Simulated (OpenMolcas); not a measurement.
Er3+ with its 6 nearest fluoride ions at 2.183 Å, on the Cd site of idealised cubic KCdF3 (a = 4.302 Å, distance in the model lattice 2.151 Å). The rest of the host is ab initio model potentials to 7.6 Å, with orthogonalisation functions on the cations behind the ligands, and point charges beyond; the distance is set by hand and nothing relaxes, and no local charge compensation is placed. Ligand basis ANO-RCC-VDZP.

* Program: OpenMolcas
* Method: CASSCF
* Basis: ANO-RCC-VDZP [7s6p4d2f1g]
* Scalar Hamiltonian: DKH2, point nucleus
* Active space: 11 electrons in 7 orbitals (4f)
* State averaging: 2S+1 = 4 odd, 35 roots (30 in the spin-orbit step); 2S+1 = 2 odd, 35 roots kept (CI in the orbitals of an earlier block)
* Spin-orbit coupling: RASSI with atomic mean-field integrals over the reference wave functions

Problem. What is the spin-free ground state (labels of O, the rotations of Oh)?

Solution. 4A1, 1-fold in its orbital part, 100 % from free-ion I terms; it has the highest spin that f11 allows.

Problem. Where is the first state of the same spin?

Solution. 4T2 at 7.99 cm-1 above the ground state.

Problem. What are the lowest two levels with spin-orbit coupling?

Solution. A 4-fold level Γ8, then a 2-fold level Γ7 20.1 cm-1 above it. Their leading multiplicities are 4 (98 %) and 4 (98 %).

Problem. What is χT at 300 K, and how does it compare with the textbook value?

Solution. Hund's rules give f11 the level 4I15/2 with g = 1.200, so an isolated free-ion multiplet has χT = g² J(J+1) / 8 = 11.475 cm3 K/mol. The computed 11.215 at 300 K differs by -2 %, through the field's splitting, the mixing of terms and any other multiplet in reach.

High states are left out of the spin-orbit mixing, which shifts the levels that they would mix with. Without dynamic correlation the ligand-field splitting of an f shell can come out too small, at times by half. The first state left out of the spin-orbit step lies near 33000 cm-1 above the lowest spin-free state of the reference (among the parities and spins computed), and the lists stop at four fifths of that energy or lower. No measured value stands beside these numbers; the geometry was set by hand and not optimised.
